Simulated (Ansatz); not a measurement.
CH3Mg (SMILES [CH3][Mg]), doublet, geometry from GFN2-xTB (such geometries of metal compounds can be far from the true shape) (the spin is typed, not shown lowest); R2SCAN/STO-3G in Ansatz (a quantum-chemistry and plane-wave program).

Ansatz was given this input:
Ansatz 0.2 input:
```yaml
crystal:
  periodic: [false, false, false]
  atoms:
    - {symbol: Mg, position_ang: [-0.70041939, -0.42345441, -0.55685175]}
    - {symbol: C, position_ang: [0.84148593, 0.50873938, 0.66900334]}
    - {symbol: H, position_ang: [1.39079728, -0.24323880, 1.24644507]}
    - {symbol: H, position_ang: [0.40242325, 1.22235601, 1.37513956]}
    - {symbol: H, position_ang: [1.56289657, 1.04989940, 0.04661630]}
basis:
  gaussian:
    orbitals: STO-3G
hamiltonian:
  xc: r2scan
magnetization: {spin_polarized: true, initial_magnetization: 1}
```

Problem. Predict the main parts of the log of this Ansatz run.

Solution. 
```
Functional definition: r2SCAN
189 factors; integrals over basis functions are off by at most 2.4e-4 eV
mean field evaluation 1: about -6443.3650 eV, gradient 1.5e1 eV
mean field evaluation 2: about -6441.8532 eV, gradient 2.1e1 eV
mean field evaluation 4: about -6444.9309 eV, gradient 3.0e-1 eV
mean field evaluation 8: about -6444.8889 eV, gradient 1.7e-3 eV
mean field -6444.88886006 eV, -236.8452971046 hartree, gradient 1.0e-5 eV, S^2 0.752945; 0 other end points of the search recorded, 0 dependent functions left out
reference -6444.88886568 eV, -236.8452973110 hartree; 11, 10 occupied and 6, 7 virtual orbitals, 189 factors
Total energy: -6444.88886568 eV, -236.8452973110 hartree
```
